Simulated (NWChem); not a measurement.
GeNH5; SMILES [NH2][GeH3]

```xyz
7

Ge    -0.0066    -0.3631     0.0000
N     -0.0703     1.4970     0.0000
H     -0.7547    -0.8294    -1.2748
H     -0.7547    -0.8294     1.2748
H      1.4243    -0.9965     0.0000
H      0.3936     1.8984    -0.8245
H      0.3936     1.8984     0.8245
```
Atoms are numbered in this order, from 1.

Program: NWChem. Coordinates come from a PBE-D3(BJ)/def2-SVP optimisation. B3LYP is NWChem's, with the RPA form of VWN correlation. Vertical excitations in the gas phase; the lowest state need not have the same character in each row.

```tsv
level	lowest excitation, singlet (eV)	oscillator strength of that lowest state	orbital gap (eV)
PBE/aug-cc-pVDZ, TDA	5.15	0.020	5.04
B3LYP/aug-cc-pVDZ, TDA	5.56	0.029	6.58
BHandHLYP/aug-cc-pVDZ, TDA	6.15	0.036	8.80
```
